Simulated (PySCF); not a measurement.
## Excitation energy of Ru⁺ by level of theory

Ru⁺ [Kr] 4d7 (4F) → Ru⁺ [Kr] 4d6 5p1 (high-spin determinant), as a difference of total energies. Computed with PySCF 2.14 in ANO-RCC-VTZP, with scalar relativity by spin-free X2C-1e. Correlated levels: valence: [Kr] frozen; valence and next inner shell: [Ar] 3d10 frozen. The calculations carry no spin-orbit coupling.

```tsv
method	excitation energy (eV)
UHF	4.727
LDA	5.824
PBE	5.721
PBE0	5.684
r2SCAN	5.602
B3LYP	5.879
BLYP	5.892
B97-3	6.105
MP2 (valence)	5.700
SCS-MP2 (valence)	6.079
MP2 (valence and next inner shell)	5.625
SCS-MP2 (valence and next inner shell)	5.818
```

**Question.** How much does correlation contribute at MP2 (valence and next inner shell)?

**Answer.** 5.625 − (4.727) = 0.898 eV, measured against UHF.

A first-order spin-orbit estimate (lowest level to lowest level, LS coupling) adds 0.129 eV.

The basis was made for the ground configuration and has no added diffuse functions, so the excitation energy can come out too high.

The determinant of the upper state mixes LS terms, which raises its energy above the lowest term, most at the Hartree-Fock and MP2 levels.
